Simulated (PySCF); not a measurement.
**Static response to an electric field**

Au(PF3)F (singlet state).
Geometry (PBE0-D3(BJ)/def2-SVP, Å), atoms numbered from 1 in this order:
```xyz
6
AuF4P angstrom
Au     0.002    0.002   -1.484
P     -0.001    0.001    0.667
F      0.121    1.377    1.412
F      1.130   -0.799    1.405
F     -1.257   -0.580    1.408
F      0.006   -0.001   -3.408
```

Level: CAM-B3LYP/def2-SVPD (PySCF), static field, nuclei fixed, core orbitals frozen in the response. The polarisability tensor in these axes (au):

```
x   44.62 -0.01 -0.05
y   -0.01 44.63  0.01
z   -0.05  0.01 68.98
```

What are the eigenvalues, a third of the trace, and Δα (Δα² = ½Σ(αi − αj)² over the three pairs)?

Principal values 44.61, 44.64 and 68.98 au; mean 52.74 au = 7.82 Å³ = 8.70 × 10⁻⁴⁰ C²·m²/J; Δα = 24.35 au (46 % of the mean).

What is the dipole moment, and where does it point?

(-0.01, 0.01, 4.28) D, 4.28 D in size, pointing from the negative to the positive side. Measured along this direction, the outermost atoms are F6 at the negative end and F3, F5 and F4 at the positive end.

Sum over states: ᾱ = Σ f/ω², ω in Eh. What share falls to these 10 lowest TDDFT singlets (eV, f)? 6.03, 0.0773; 6.05, 0.0775; 6.33, 0.0000; 6.42, 0.0000; 6.42, 0.0000; 6.80, 0.0028; 6.80, 0.0000; 6.96, 0.0953; 7.07, 0.0532; 7.07, 0.0538.

They add up to 6.23 au, 11.8 % of the 52.74 au; the largest single term is 1.57 au, from the state at 6.03 eV. Terms in order: 1.57, 1.57, 0.00, 0.00, 0.00, 0.05, 0.00, 1.46, 0.79, 0.80 au. Higher excitations give the rest. The strengths listed sum to 0.360.

What depolarisation ratio follows for Rayleigh scattering of linearly polarised light, taking the static tensor?

ρ = 3Δα²/(45ᾱ² + 4Δα²) = 1779.2/(125179 + 2372.3) = 0.0139.

Find the Langevin capture rate constant for NO+ (29.998 u) meeting this molecule (303.934 u), k = 2.342 × 10⁻⁹ cm³/s × √(α in Å³ / reduced mass in u).

The reduced mass is 27.30 u, so k = 1.25 × 10⁻⁹ cm³/s. The formula leaves out the permanent dipole, which adds to the capture rate.

What would n − 1 = 2πNα be for an ideal gas of these molecules at 350 K and 1 atm, electronic part alone?

N = p/kT = 2.0968 × 10¹⁹ cm⁻³, so n − 1 = 2π × N × 7.82 × 10⁻²⁴ cm³ = 1030 × 10⁻⁶ at long wavelengths.

How large is μ²/3kT at 400 K beside α?

In Gaussian units μ²/3kT = 110.64 Å³ against 7.82 Å³, a ratio of 14.16; the Debye molar polarisation (4π/3)N_A(α + μ²/3kT) is 298.8 cm³/mol, leaving out the vibrational part.

Geometry: PBE0-D3(BJ)/def2-SVP; no solvent, vibrations or thermal averaging. Atoms past krypton carry effective core potentials; spin–orbit coupling is left out.
